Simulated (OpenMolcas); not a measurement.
Nd3+: the spin-orbit constant, worked from levels

```
Program             : OpenMolcas
Basis               : ANO-RCC-VDZP [7s6p4d2f1g]
Scalar Hamiltonian  : DKH2, point nucleus
Active space        : 3 electrons in 7 orbitals (4f)
State averaging     : 2S+1 = 4 odd, 35 roots; 2S+1 = 2 odd, 112 roots (105 in the spin-orbit step)
Spin-orbit coupling : RASSI with atomic mean-field integrals over the reference wave functions, term energies averaged over their components
```

Methods: CASSCF; MS-CASPT2, IPEA 0.25 Eh, imaginary shift 0.1 Eh (closed shells correlated: 5s 5p). Measured levels: the list in Arab et al., J. Quant. Spectrosc. Radiat. Transfer 229, 145 (2019) and Gaigalas et al. (2019), from Wyart et al. (2007).

**The spin-orbit constant.** For the Hund term ⁴I° of f3, E(J) = (A/2) J(J+1) + constant and ζ = 2S·A = 3A. From J = 9/2 to J = 15/2 the energy changes by 19.5 A.

```json
{"Source": "CASSCF", "E(15/2) - E(9/2)": "6419.4", "A": "329.2", "ζ": "988"}
{"Source": "MS-CASPT2", "E(15/2) - E(9/2)": "6463.1", "A": "331.4", "ζ": "994"}
{"Source": "measured", "E(15/2) - E(9/2)": "5988.5", "A": "307.1", "ζ": "921"}
```

All in cm-1. MS-CASPT2 is off by +7.9 % and CASSCF by +7.2 %. Both methods take the spin-orbit matrix elements from the reference wave functions, so the second can move ζ only through the term energies and any multistate remixing. Second-order mixing with other terms is absorbed into this ζ.

CASPT2 does not keep the components of a term degenerate, so their means are used; among the terms shown or strongly mixed into the levels shown the widest spread is 600 cm-1 (4f³ ⁴I°, MS-CASPT2). High states are left out of the spin-orbit mixing, which shifts the levels that they would mix with. The basis is small and was not contracted for so high a charge. Without dynamic correlation excited terms often stand tens of per cent too high (terms of higher spin than the ground term too low), and those without a measured partner can miss by more than the paired ones (holds for CASSCF). Blocks of more than 70 roots (2S+1 = 2 odd) ran without multistate coupling (holds for MS-CASPT2). Measured partners are found by configuration, term and J. A level has none where our copy of the source lacks it or the pairing is in doubt (some pairs that miss far off the trend of their configuration count as doubtful), and it then counts in no deviation. Levels of configurations outside the active space are missing.

° marks odd parity.
